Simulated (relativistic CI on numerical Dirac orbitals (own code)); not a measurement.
Level scheme of Tl⁷³⁺

These numbers are calculated, not measured: Dirac-Coulomb-Breit CI, separate exchange-only KLI orbitals for each configuration, model QED (radiative potential, 1s self-energy scaled to tabulated hydrogen-like ionisation energies), unscaled Slater integrals (own radial code, finite nucleus).

Configurations in the expansion (outside the closed core 1s2): 2s²2p⁴, 2s2p⁵, 2p⁶, 2s²2p³3s, 2p⁵3s, 2p⁵3p, 2s²2p³3p, 2p⁵3d, 2s²2p³3d, 2s2p⁴3s, 2s2p⁴3p, 2s2p⁴3d, 2s²2p³4s, 2s²2p³4p, 2s²2p³4d, 2s²2p³4f. Levels of other configurations are missing.

The lowest level is 2s²2p⁴ ³P2, with 68 % of that term; Hund's rules for 2s²2p⁴ give ³P with J = 2, in agreement.

```csv
No.,Configuration,Term,J,E (Ry),%,Next component (%),Landé g,jj configuration (%)
1,2s²2p⁴,³P,2,0.000,68,32 ¹D,1.295,2p3/2^2 (100)
2,2s²2p⁴,¹S,0,5.155,65,35 ³P,,2p3/2^2 (100)
3,2s²2p⁴,³P,1,156.974,100,,1.462,2p1/2 2p3/2^3 (100)
4,2s²2p⁴,¹D,2,158.352,68,32 ³P,1.114,2p1/2 2p3/2^3 (100)
5,2s2p⁵,³P°,2,191.657,100,,1.453,2s 2p3/2^3 (100)
6,2s2p⁵,¹P°,1,198.775,64,36 ³P°,1.142,2s 2p3/2^3 (100)
7,2s²2p⁴,³P,0,317.743,65,34 ¹S,,2p3/2^4 (99)
8,2s2p⁵,³P°,0,349.708,100,,,2s 2p1/2 2p3/2^4 (100)
9,2s2p⁵,³P°,1,352.709,64,36 ¹P°,1.259,2s 2p1/2 2p3/2^4 (100)
10,2p⁶,¹S,0,393.623,99,,,closed (99)
11,2s²2p³3s,³P°,2,762.144,49,24 ⁵S°,1.471,2p3/2 3s (100)
12,2s²2p³3s,¹P°,1,762.904,33,28 ³D°,1.128,2p3/2 3s (100)
13,2s²2p³3p,³P,1,772.557,33,19 ⁵P,1.458,2p3/2 3p1/2 (100)
14,2s²2p³3p,³D,2,772.633,26,21 ¹D,1.139,2p3/2 3p1/2 (100)
15,2s²2p³3p,³D,3,817.579,51,24 ⁵P,1.309,2p3/2 3p3/2 (100)
16,2s²2p³3p,³P,1,817.638,34,29 ¹P,1.317,2p3/2 3p3/2 (100)
17,2s²2p³3p,³P,2,820.088,45,22 ¹D,1.304,2p3/2 3p3/2 (100)
18,2s²2p³3p,³P,0,822.318,69,31 ¹S,,2p3/2 3p3/2 (100)
19,2s²2p³3d,³D°,2,827.450,33,29 ³F°,1.026,2p3/2 3d3/2 (100)
20,2s²2p³3d,³F°,3,828.105,27,22 ¹F°,1.055,2p3/2 3d3/2 (99)
21,2s²2p³3d,³D°,1,828.428,36,27 ³P°,1.059,2p3/2 3d3/2 (100)
22,2s²2p³3d,³P°,0,828.827,65,24 ⁵D°,,2p3/2 3d3/2 (100)
23,2s²2p³3d,³F°,4,838.501,52,24 ⁵D°,1.228,2p3/2 3d5/2 (100)
24,2s²2p³3d,³D°,2,839.492,34,29 ³P°,1.209,2p3/2 3d5/2 (100)
25,2s²2p³3d,³D°,3,840.771,48,21 ¹F°,1.202,2p3/2 3d5/2 (99)
26,2s²2p³3d,³D°,1,841.877,31,30 ¹P°,1.080,2p3/2 3d5/2 (100)
27,2s²2p³3s,⁵S°,2,917.898,55,35 ³D°,1.569,2p1/2 2p3/2^2 3s (100)
28,2s²2p³3s,³S°,1,918.924,55,44 ³D°,1.289,2p1/2 2p3/2^2 3s (100)
29,2s²2p³3s,³D°,3,919.708,100,,1.290,2p1/2 2p3/2^2 3s (100)
30,2s²2p³3s,¹D°,2,920.474,67,32 ³D°,1.010,2p1/2 2p3/2^2 3s (100)
```

Energies count from the lowest computed level; ° marks odd parity. Filled j subshells are mostly left out of the jj labels.

The mean weight of the leading LS term, summed over parents, in these 30 levels is 58 %, and that of the leading jj configuration (from the same eigenvectors) 100 %, so jj coupling describes them better and the LS labels are nominal.

At this charge energies of transitions that change n are usually good to better than 1 %, and those within a shell (Δn = 0) to a few per cent.

LS names give the leading component of a level, which can be under half, so a name can repeat, a term be missing and a line seem to break the LS rules.
